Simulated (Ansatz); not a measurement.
**Question.** Name a neutral molecule of B, C, O, Si and H with LUMO energy (PBE0/def2-TZVPP) between -1.30 and -1.00 eV and size of the dipole moment (PBE/def2-TZVPP) between 1.80 and 2.10 D (Ansatz, PBE0-D4/def2-TZVP geometry).

**Answer.** `BC([SiH3])OC` (-1.02 eV, 2.01 D); `BC(O)[SiH2]C` (-1.21 eV, 1.81 D); `[SiH3]B1C[SiH2]O1` (-1.01 eV, 1.91 D); `[SiH3]BOC[SiH3]` (-1.08 eV, 1.81 D). Other molecules can fit too; these were computed, each in one conformer that needn't be the lowest.
